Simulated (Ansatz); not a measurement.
Input file for Ansatz (a program for electronic structure): R-PBE0/def2-TZVPP on BeB+, 2S+1 = 1, a spin state set in the input, which need not be the lowest. Charge +1.

Ansatz 0.2 input:
```yaml
crystal:
  periodic: [false, false, false]
  atoms:
    - {symbol: Be, position_ang: [0.00000000, 0.00000000, 0.00000000]}
    - {symbol: B, position_ang: [0.00000000, 0.00000000, 1.71000000]}
basis:
  gaussian:
    orbitals: def2-TZVPP
hamiltonian:
  xc: {name: PBE0}
total_charge: 1
relax: {f_tol: 0.002, max_steps: 120}
```

It printed:

```
WARN ansatz: RAYON_NUM_THREADS=2 ignored (pool sized by the plan → 2); use --threads N
Functional definition: PBE0
integrals: 0.00 GiB planned
310 factors; their error is unknown
mean field: 0.08 GiB planned
mean field evaluation 1: about -1058.0025 eV, gradient 2.2e1 eV
mean field evaluation 2: about -1048.0010 eV, gradient 3.8e1 eV
mean field evaluation 4: about -1060.6042 eV, gradient 2.3e0 eV
mean field evaluation 8: about -1060.6243 eV, gradient 1.1e-1 eV
mean field evaluation 16: about -1060.6243 eV, gradient 3.7e-6 eV
mean field -1060.62433949 eV, -38.9772255593 hartree, gradient 3.7e-6 eV, S^2 0.000000; 0 other end points of the search recorded, 0 dependent functions left out
the calculation of the forces begins
reference -1060.62436595 eV, -38.9772265318 hartree; 4, 4 occupied and 46, 46 virtual orbitals, 310 factors
relax step   1: F+E_penalty+E_count = -1060.62433949 eV  Δ(F+E_penalty+E_count) = +0.000e0 eV  max|allowed force component| = 5.745e0 eV/Å  Δτ_max = 0.0000 Å  (28 SCF iters, accepted)
these checks for a lower state are left out or cut short: starts, cluster_reference, orbital_swaps, neighbouring_geometries, increment
integrals: 0.00 GiB planned
310 factors; their error is unknown
mean field: 0.08 GiB planned
mean field -1061.47363829 eV, -39.0084367146 hartree, gradient 9.3e-6 eV, S^2 0.000000; 0 other end points of the search recorded, 0 dependent functions left out
the calculation of the forces begins
reference -1061.47366504 eV, -39.0084376974 hartree; 4, 4 occupied and 46, 46 virtual orbitals, 310 factors
relax step   2: F+E_penalty+E_count = -1061.47363829 eV  Δ(F+E_penalty+E_count) = -8.493e-1 eV  max|allowed force component| = 1.790e0 eV/Å  Δτ_max = 0.1216 Å  (28 SCF iters, accepted)
these checks for a lower state are left out or cut short: starts, cluster_reference, orbital_swaps, neighbouring_geometries, increment
integrals: 0.00 GiB planned
310 factors; their error is unknown
mean field: 0.08 GiB planned
mean field evaluation 32: about -1061.6618 eV, gradient 8.2e-6 eV
mean field -1061.66184068 eV, -39.0153530247 hartree, gradient 8.2e-6 eV, S^2 0.000000; 0 other end points of the search recorded, 0 dependent functions left out
the calculation of the forces begins
reference -1061.66186756 eV, -39.0153540126 hartree; 4, 4 occupied and 46, 46 virtual orbitals, 310 factors
relax step   3: F+E_penalty+E_count = -1061.66184068 eV  Δ(F+E_penalty+E_count) = -1.882e-1 eV  max|allowed force component| = 3.581e-1 eV/Å  Δτ_max = 0.0945 Å  (27 SCF iters, accepted)
these checks for a lower state are left out or cut short: starts, cluster_reference, orbital_swaps, neighbouring_geometries, increment
integrals: 0.00 GiB planned
310 factors; their error is unknown
mean field: 0.08 GiB planned
mean field -1061.67488089 eV, -39.0158322435 hartree, gradient 2.2e-5 eV, S^2 0.000000; 0 other end points of the search recorded, 0 dependent functions left out
the calculation of the forces begins
reference -1061.67490782 eV, -39.0158332334 hartree; 4, 4 occupied and 46, 46 virtual orbitals, 310 factors
relax step   4: F+E_penalty+E_count = -1061.67488089 eV  Δ(F+E_penalty+E_count) = -1.304e-2 eV  max|allowed force component| = 1.822e-2 eV/Å  Δτ_max = 0.0360 Å  (26 SCF iters, accepted)
these checks for a lower state are left out or cut short: starts, cluster_reference, orbital_swaps, neighbouring_geometries, increment
integrals: 0.00 GiB planned
310 factors; their error is unknown
mean field: 0.08 GiB planned
mean field -1061.67492124 eV, -39.0158337264 hartree, gradient 1.1e-5 eV, S^2 0.000000; 0 other end points of the search recorded, 0 dependent functions left out
the calculation of the forces begins
reference -1061.67494818 eV, -39.0158347165 hartree; 4, 4 occupied and 46, 46 virtual orbitals, 310 factors
relax step   5: F+E_penalty+E_count = -1061.67492124 eV  Δ(F+E_penalty+E_count) = -4.035e-5 eV  max|allowed force component| = 3.694e-5 eV/Å  Δτ_max = 0.0022 Å  (22 SCF iters, accepted)
integrals: 0.00 GiB planned
310 factors; their error is unknown
mean field: 0.08 GiB planned
mean field -1061.67492124 eV, -39.0158337264 hartree, gradient 1.3e-5 eV, S^2 0.000000; 1 other end points of the search recorded, 0 dependent functions left out
the calculation of the forces begins
reference -1061.67494818 eV, -39.0158347165 hartree; 4, 4 occupied and 46, 46 virtual orbitals, 310 factors
Total energy: -1061.67494818 eV, -39.0158347165 hartree
Atom 0 at     0.000000    -0.000000    -0.254333 Å, force     0.000000     0.000000     0.000037 eV/Å
Atom 1 at    -0.000000     0.000000     1.964333 Å, force    -0.000000    -0.000000    -0.000037 eV/Å
Dipole moment:    -0.000000    -0.000000    -0.650991 e Å
```

The run converged.

Cost: around 1.2 core-seconds (rough).
